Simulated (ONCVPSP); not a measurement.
Building the ONCV potential for caesium (Cs) (LDA (Perdew-Wang 92), fully relativistic).

| Quantity | Value |
| --- | --- |
| Element | Cs (Z = 55) |
| Generator | ONCVPSP 4.0.1 |
| Type | optimised norm-conserving Vanderbilt (ONCV) |
| Functional | LDA (Perdew-Wang 92) |
| Relativity | fully relativistic |
| Frozen core | [Kr] 4d10 |
| Valence charge | 9 |
| Reference configuration | 5s2 5p6 6s1 |
| Partial waves | 5s+6s: rc 2.45 bohr, ncon 4, nbas 7, qcut 5.1 1/bohr, 3 projectors, debl 2.2 Ha; 5p: rc 2.90 bohr, ncon 3, nbas 7, qcut 5.7 1/bohr, 1 projector; d scattering state at 0.37 Ha: rc 2.75 bohr, ncon 4, nbas 8, qcut 3.8 1/bohr, 2 projectors, debl 1.6 Ha |
| Local potential | polynomial inside 2.10 bohr (lpopt 5, dvloc0 0 Ha) |
| Core correction | Teter function, fcfact 4.25, rcfact 1.1 |

Open shells are filled in proportion to 2j + 1.

In the d channel the program set the typed energies aside and used 0.050, 1.650 Ha (j = l + 1/2; the other j can differ).

All-electron outer shells of the reference configuration (LDA (PZ), scalar-relativistic, ld1.x):

```tsv
shell	level (eV)	outermost node (bohr)	outermost maximum (bohr)
5s	-26.90	0.82	1.54
5p	-13.61	0.89	1.76
6s	-2.23	2.10	4.68
```

Results:

* Cutoffs needed: 8.7 Ha and 10 Ha (the cutoffs (Ha) at which the residual kinetic energy of the hardest occupied pseudo-wave falls to 1 and 0.1 mHa per electron)
* Ghost test: no bound ghost flagged; GHOST(+) flagged for s at 179.0 eV
* Largest excitation error: +12 meV (all-electron minus pseudo) for 5s1 5p6 6s1, out of 4 test configurations
* rms error of d²Exc/dni dnj: 6.99 mHa without and 4.97 mHa with the model core

Generation and tests took about 4.7 s on one core of a shared server CPU.
